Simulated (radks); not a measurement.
Isoelectronic series with 29 electrons, each ion in its NIST ground configuration. All-electron calculation, scalar-relativistic Kohn-Sham, PBE, spin-polarised, spherical densities, finite nucleus; open shells are filled with parallel spins first (spin-orbit coupling, left out, can overturn this in heavy ions); Fermi nuclear charge, rms radius of each element as measured or else 0.836 A^(1/3) + 0.57 fm. Program: a radial shooting solver on a logarithmic mesh with Libxc functionals. Total energies (hartree) and orbital eigenvalues (hartree) (* marks an orbital that is empty in some or all of the ions):

ion,configuration,E (hartree),4s down*,3d down,4s up
Cu,[Ar] 3d10 4s1,-1654.85043,-0.14917,-0.17985,-0.18391
Ga2+,[Ar] 3d10 4s1,-1942.95414,-0.92954,-1.44035,-0.98100
As4+,[Ar] 3d10 4s1,-2256.93266,-2.05830,-3.32267,-2.12286
Rb8+,[Ar] 3d10 4s1,-2962.53722,-5.20171,-8.62820,-5.28913
Nb12+,[Ar] 3d10 4s1,-3772.58029,-9.45911,-15.83882,-9.56735
Tc14+,[Ar] 3d10 4s1,-4217.25301,-11.99842,-20.13754,-12.11663
Rh16+,[Ar] 3d10 4s1,-4688.67334,-14.81127,-24.89358,-14.93926
Ag18+,[Ar] 3d10 4s1,-5187.10613,-17.89861,-30.10492,-18.03623

Estimate the row of Br6+ ([Ar] 3d10 4s1).

Answer. E (hartree) -2596.76125; 4s down* -3.48776; 3d down -5.73016; 4s up -3.56411.
